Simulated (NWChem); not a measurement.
Molecule: C₂H₄O₃Si; SMILES C[SiH]1OC(=O)O1

```xyz
10

C     -0.7353    -2.2494     0.0000
Si     0.4692    -0.8377     0.0000
O      0.1388     0.4412    -1.0893
C     -0.0707     1.2746     0.0000
O     -0.3616     2.4268     0.0000
O      0.1388     0.4412     1.0893
H     -0.5909    -2.8803    -0.8853
H     -1.7668    -1.8826     0.0000
H     -0.5909    -2.8803     0.8853
H      1.8872    -1.2555     0.0000
```
Atoms are numbered in this order, from 1.

Program: NWChem. Structure relaxed at the B3LYP/6-31G* (spherical d) level.

For level BLYP/def2-SVP:

```
Item                         Value
---------------------------  -----
highest occupied level (eV)  -6.81
```

Question: What are these values for level PBE/def2-SVP?

Answer: 
- highest occupied level (eV) = -6.99
